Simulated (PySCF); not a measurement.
Two-component Hartree-Fock for Rb¹⁸⁺ (rubidium, charge +18)

Start: [Ar] 3d1; 3d3/2 filled at m_j = +3/2. Calculated with PySCF 2.14 in an even-tempered Gaussian basis (17 s from 1.9 bohr⁻², ratio 2.8; 12 p from 2.4 bohr⁻², ratio 2.8; 8 d from 2.4 bohr⁻², ratio 2.8; 4 f from 7.2 bohr⁻², ratio 3): generalised Hartree-Fock with the X2C-1e Hamiltonian and a Gaussian nucleus; one run each with spin-orbit coupling (SO) switched off, then screened by Boettger's factors.

```tsv
spinor shell	electrons	ε, spin-free (eV)	ε, screened SO (eV)	weight of nominal j (screened SO)	rms radius, screened SO (bohr)
1s1/2	2	-15955.4	-15954.7	1.000	0.0464
2s1/2	2	-2772.0	-2771.7	1.000	0.191
2p1/2	2	-2528.8	-2572.3	1.000	0.167
2p3/2	4	-2528.8	-2507.9	1.000	0.171
3s1/2	2	-896.22	-896.14	1.000	0.491
3p1/2	2	-810.73	-821.56	0.989	0.485
3p3/2	4	-810.73	-805.46	0.994	0.492
3d3/2	1	-706.13	-707.48	1.000	0.447
```

| quantity | spin-free | screened SO |
| --- | --- | --- |
| E (hartree) | -2804.43181 | -2804.69444 |
| M_J | 3/2 | 3/2 |
| ⟨J²⟩ | 4.094 | 3.751 |
| ⟨L²⟩ | 6.002 | 6.005 |
| ⟨S²⟩ | 0.751 | 0.754 |

Each row is a mean over spinors that exchange with the open shell spreads, by up to 10.836 eV (3p1/2).

Breit and QED terms are absent; they matter most for the inner s and p1/2 levels.

Densities and radii are taken from the X2C orbitals without a picture-change correction, which distorts them close to the nucleus.

Without spin-orbit coupling the j labels of p, d and f shells carry no meaning; the spin-free column gives the mean over the occupied spinors of each nl shell, and its ⟨J²⟩ belongs to a mixture of degenerate components.
